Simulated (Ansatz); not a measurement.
Steps of a relaxation of C3H7FGe (`[F][GeH]1[CH2]C[CH2]1`) with RKS PBE-D4/def2-SVP.

```sh
$ ansatz run in.yaml --threads 4 --pin off --events-out ev --progress --plain --max-ram 10444MiB
```

```yaml
crystal:
  periodic: [false, false, false]
  atoms:
    - {symbol: F, position_ang: [-1.897200, 1.724500, 0.648300]}
    - {symbol: Ge, position_ang: [-0.320100, 1.125100, 0.765800]}
    - {symbol: C, position_ang: [-0.321100, -0.806000, 0.771100]}
    - {symbol: C, position_ang: [0.354700, -0.932900, -0.630700]}
    - {symbol: C, position_ang: [0.385600, 0.541200, -0.960300]}
    - {symbol: H, position_ang: [0.697600, 1.841100, 1.707100]}
    - {symbol: H, position_ang: [-1.285300, -1.227900, 0.872800]}
    - {symbol: H, position_ang: [0.446100, -1.180500, 1.551100]}
    - {symbol: H, position_ang: [-0.426800, -1.442000, -1.266100]}
    - {symbol: H, position_ang: [1.281200, -1.431000, -0.598900]}
    - {symbol: H, position_ang: [1.425100, 0.876600, -1.063400]}
    - {symbol: H, position_ang: [-0.262800, 0.856600, -1.762700]}
basis:
  gaussian: {orbitals: def2-SVP}
hamiltonian: {xc: pbe, dispersion: d4}
relax: {f_tol: 0.03, max_steps: 200}
```

Positions (Å) and forces (eV/Å) along the path, 7 of 7 steps:

```xyz
12
step=1 energy=-62432.8463 eV
F    -1.897    1.724    0.648   -2.091    1.242    0.123
Ge   -0.320    1.125    0.766    2.447   -1.086   -0.164
C    -0.321   -0.806    0.771    3.043   -1.107    1.913
C     0.355   -0.933   -0.631   -4.173    0.705    0.452
C     0.386    0.541   -0.960    1.440    1.183   -0.541
H     0.698    1.841    1.707   -0.485    0.345    0.132
H    -1.285   -1.228    0.873   -1.474   -1.091    0.372
H     0.446   -1.181    1.551   -1.368    0.073   -0.411
H    -0.427   -1.442   -1.266    0.961   -0.111   -0.048
H     1.281   -1.431   -0.599    1.661   -0.975   -0.169
H     1.425    0.877   -1.063    0.232    0.513   -0.631
H    -0.263    0.857   -1.763   -0.193    0.310   -1.027
12
step=2 energy=-62433.5673 eV
F    -1.866    1.784    0.686   -0.924    0.475   -0.006
Ge   -0.286    1.073    0.736    1.016    0.050    0.354
C    -0.302   -0.894    0.881    0.935    0.445   -0.229
C     0.280   -0.876   -0.595   -0.708   -0.722   -0.183
C     0.444    0.603   -1.047   -0.016    0.046    0.730
H     0.576    1.912    1.743   -0.154    0.039   -0.051
H    -1.280   -1.369    0.994   -0.387   -0.170   -0.008
H     0.398   -1.301    1.662   -0.331    0.175   -0.425
H    -0.429   -1.397   -1.282    0.250   -0.046    0.146
H     1.230   -1.413   -0.623    0.476   -0.351   -0.160
H     1.492    0.920   -1.220   -0.056    0.030   -0.010
H    -0.180    0.903   -1.901   -0.102    0.030   -0.158
12
step=3 energy=-62433.6638 eV
F    -1.870    1.830    0.708   -0.315    0.124   -0.015
Ge   -0.275    1.094    0.759    0.413    0.025    0.099
C    -0.287   -0.880    0.860    0.181   -0.033   -0.258
C     0.284   -0.915   -0.613   -0.163   -0.091    0.225
C     0.438    0.587   -1.020   -0.005    0.018    0.106
H     0.546    1.968    1.766   -0.091   -0.042   -0.068
H    -1.279   -1.352    0.978   -0.053    0.005    0.020
H     0.396   -1.298    1.629   -0.046   -0.007   -0.050
H    -0.414   -1.444   -1.296    0.051    0.004    0.041
H     1.248   -1.457   -0.656    0.046   -0.028   -0.032
H     1.480    0.916   -1.205   -0.016   -0.011   -0.041
H    -0.190    0.895   -1.877   -0.001    0.036   -0.028
12
step=4 energy=-62433.6712 eV
F    -1.877    1.827    0.710   -0.048    0.000   -0.019
Ge   -0.265    1.099    0.764    0.108    0.015    0.030
C    -0.280   -0.878    0.856    0.038   -0.058   -0.148
C     0.285   -0.920   -0.612   -0.054    0.010    0.162
C     0.441    0.585   -1.015   -0.006    0.002   -0.009
H     0.531    1.984    1.772   -0.027   -0.004   -0.018
H    -1.281   -1.337    0.977    0.006    0.025    0.005
H     0.395   -1.311    1.620   -0.001   -0.018    0.022
H    -0.414   -1.449   -1.292   -0.001   -0.002   -0.013
H     1.250   -1.465   -0.663   -0.013    0.023    0.001
H     1.482    0.908   -1.215   -0.006   -0.001   -0.015
H    -0.191    0.901   -1.868    0.003    0.011    0.003
12
step=5 energy=-62433.6732 eV
F    -1.877    1.813    0.702    0.038   -0.028   -0.005
Ge   -0.255    1.099    0.769   -0.026    0.011   -0.015
C    -0.276   -0.880    0.855    0.005   -0.029   -0.022
C     0.284   -0.920   -0.609   -0.013    0.020    0.039
C     0.443    0.585   -1.013    0.005    0.003   -0.019
H     0.525    1.997    1.775   -0.001    0.008    0.008
H    -1.283   -1.325    0.977    0.010    0.020    0.000
H     0.393   -1.323    1.618   -0.001   -0.013    0.013
H    -0.415   -1.448   -1.290   -0.004   -0.005   -0.015
H     1.249   -1.465   -0.664   -0.010    0.017    0.008
H     1.483    0.904   -1.224    0.000   -0.004   -0.005
H    -0.194    0.906   -1.861   -0.003    0.001    0.014
12
step=6 energy=-62433.6729 eV rejected
F    -1.879    1.804    0.696    0.021   -0.023   -0.013
Ge   -0.253    1.101    0.767    0.063   -0.012    0.068
C    -0.270   -0.881    0.859   -0.051    0.021   -0.051
C     0.279   -0.918   -0.608    0.074   -0.016    0.024
C     0.447    0.586   -1.013   -0.056   -0.003   -0.016
H     0.520    2.002    1.776   -0.010    0.012   -0.006
H    -1.282   -1.313    0.979   -0.018   -0.006    0.008
H     0.394   -1.340    1.619   -0.010    0.037   -0.018
H    -0.416   -1.446   -1.292   -0.003    0.003    0.013
H     1.246   -1.458   -0.661    0.008   -0.017   -0.017
H     1.488    0.898   -1.232   -0.016    0.003    0.017
H    -0.195    0.910   -1.856   -0.001    0.002   -0.009
12
step=7 energy=-62433.6736 eV
F    -1.872    1.808    0.702   -0.011   -0.013   -0.014
Ge   -0.250    1.099    0.770   -0.012   -0.001   -0.012
C    -0.275   -0.880    0.855    0.006   -0.017   -0.013
C     0.284   -0.920   -0.609   -0.010    0.012    0.021
C     0.443    0.585   -1.013    0.006   -0.003   -0.012
H     0.519    2.003    1.776    0.029    0.013    0.023
H    -1.286   -1.317    0.975    0.003    0.012   -0.001
H     0.390   -1.331    1.618   -0.002   -0.010    0.009
H    -0.412   -1.449   -1.291    0.000   -0.004   -0.009
H     1.250   -1.462   -0.663   -0.005    0.011    0.006
H     1.483    0.902   -1.230    0.000   -0.001   -0.005
H    -0.198    0.907   -1.857   -0.004    0.000    0.007
```

It took 12 s on 4 threads of an Arm Neoverse V1 on a shared host, with 0.18 GiB of host memory at the peak.
